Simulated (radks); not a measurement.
Effect of the nuclear size on neutral palladium, [Kr] 4d10. All-electron calculation, Dirac Kohn-Sham, relativistic LDA (MacDonald-Vosko exchange, VWN5 correlation), spin-unpolarised, spherical densities, finite nucleus; Fermi nuclear charge, rms radius 4.5318 fm. Program: a radial shooting solver on a logarithmic mesh with Libxc functionals. The rms radius is varied about that value; shifts are against it.

| rms radius (fm) | total energy shift (eV) | density at nucleus (e/bohr^3) | 1s1/2 shift (meV) | 2s1/2 shift (meV) | 4s1/2 shift (meV) | 5s1/2 (empty) shift (meV) |
|---|---|---|---|---|---|---|
| 3.63 | -0.894 | 1.352e+05 | -375 | -41.6 | -1.48 | -0.099 |
| 4.1103 | -0.439 | 1.33e+05 | -184 | -20.4 | -0.725 | -0.049 |
| 4.5318 | 0 | 1.313e+05 | 0.000 | 0.000 | 0.000 | 0.000 |
| 4.6813 | 0.165 | 1.308e+05 | 69.1 | 7.67 | 0.272 | 0.018 |
| 5.0801 | 0.627 | 1.294e+05 | 263 | 29.2 | 1.03 | 0.070 |

Slopes of the eigenvalues against <r^2> in GHz/fm^2, as finite differences over the two radii next to the reference (eigenvalue slopes, not the field-shift constants of lines): 1s1/2 12200, 2s1/2 1350, 4s1/2 48.0, 5s1/2 (empty) 3.23.
